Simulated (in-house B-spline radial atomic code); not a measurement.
Ag. Computed with a B-spline radial atomic code. Model: non-relativistic spherical atom: semilocal Troullier-Martins pseudo-atom, one channel per l, against all electrons, high spin, G0W0 and RPA with empty states to l = 8, local potential for every l without a channel, a model core (radius 0 = none) keeps its share of the functional.

Without relativity these are model numbers for so heavy an element.

What the tables leave out is listed at the end.

The pseudopotential gives back the lowest level of each angular momentum of its own functional in the configuration it was made in; a second state of the same l is only approximately right. Exact exchange, RPA and GW see the smooth pseudo-orbitals and miss the exchange with the core, for which the functional's share stands in. The column with an uncorrelated core keeps all orbitals and exact exchange, and so separates missing core correlation from pseudisation. Only the three outermost levels and the lowest empty one were computed. RPA here is direct RPA, with no exchange kernel, and its energies carry an (l + 1/2)⁻⁴ tail. A hybrid on a potential with a model core restores only its own semilocal share of the core's exchange.

Command:
```bash
python run_psgw.py task.json out
```
Settings (lengths in bohr, energies in hartree):
```
Z                      47
electrons              47
configuration          [Kr] 4d10 5s1
generated_in           [Kr] 4d10 5s1
functional             pbe,pbe
core_shells            6
radius_factor          0.9
core_correction        True
ion_configuration      [Kr] 4d10
```

Cost of the run: 84 s on 1 thread of Arm Neoverse N1 (shared host).

Given: made with PBE; model core radius 0.608 bohr; local radius 0.786 bohr; mean-field start PBE.

Valence shells of the generating configuration: 4s, 4p, 4d, 5s.

Channel: s 0.761, p 0.793, d 0.93 (radii in bohr).

Computed: largest level miss in the spin-unpolarised generating configuration 0.14 eV; valence RPA correlation energy all-electron orbitals -1.2438 hartree; pseudo-atom RPA polarisability 41.3 bohr³; ionisation by mean-field all-electron 7.3695 eV; ionisation by mean-field pseudo minus all 0.197 eV; ionisation by RPA all-electron 7.5309 eV; ionisation by RPA pseudo minus all 0.156 eV.

```csv
level,occupied,mean-field all-electron (eV),mean-field pseudo minus all (eV),G0W0 all-electron (eV),G0W0 uncorrelated core minus all (eV),G0W0 pseudo minus all (eV),exchange self-energy all-electron (eV),exchange self-energy pseudo (eV)
5s up,1,-4.3115,-0.142,-7.2873,0.018,-0.185,-10.114,-9.8416
5s down (empty),0,-3.5331,-0.147,-1.3362,0.019,-0.079,-2.6462,-2.227
```

Task: What is the all-electron RPA polarisability, core included?

Result: 43.598 bohr³.

Task: What is the valence RPA correlation energy pseudo?

Result: -1.3025 hartree.

Given: mean-field start PBE0.

Computed: valence RPA correlation energy all-electron orbitals -1.1789 hartree; all-electron RPA polarisability, core included 38.007 bohr³; ionisation by mean-field all-electron 7.0762 eV; ionisation by mean-field pseudo minus all 0.105 eV; ionisation by RPA all-electron 7.3847 eV; ionisation by RPA pseudo minus all 0.076 eV.

| level | occupied | mean-field all-electron (eV) | mean-field pseudo minus all (eV) | G0W0 all-electron (eV) | G0W0 uncorrelated core minus all (eV) | G0W0 pseudo minus all (eV) | exchange self-energy all-electron (eV) | exchange self-energy pseudo (eV) |
| --- | --- | --- | --- | --- | --- | --- | --- | --- |
| 5s up | 1 | -4.8705 | -0.084 | -7.3061 | 0.02 | -0.095 | -9.8633 | -9.4858 |
| 5s down (empty) | 0 | -2.4828 | -0.07 | -1.0737 | 0.018 | -0.043 | -2.2632 | -1.8617 |

Task: What is the pseudo-atom RPA polarisability?

Result: 37.014 bohr³.

Task: What is the valence RPA correlation energy pseudo?

Result: -1.2297 hartree.

Among the listed levels the largest G0W0 shift of the pseudo-atom is -0.18 eV, for 5s up on the PBE start, while leaving the core uncorrelated moves that level by +0.02 eV. So pseudisation and the lost core exchange, not the missing core correlation, make the error. Not in the tables (levels of low weight, unsolved or above zero; the highest and the empty levels are kept at any weight): on PBE the G0W0 levels 4d down (pseudo minus all -0.13 eV, weights 0.08 and 0.08), 4d up (pseudo minus all -0.14 eV, weights 0.08 and 0.08); on PBE0 the G0W0 levels 4d down (pseudo minus all -0.21 eV, weights 0.71 and 0.71), 4d up (pseudo minus all -0.21 eV, weights 0.67 and 0.67); no Hartree-Fock pseudo-atom is run with a model core.
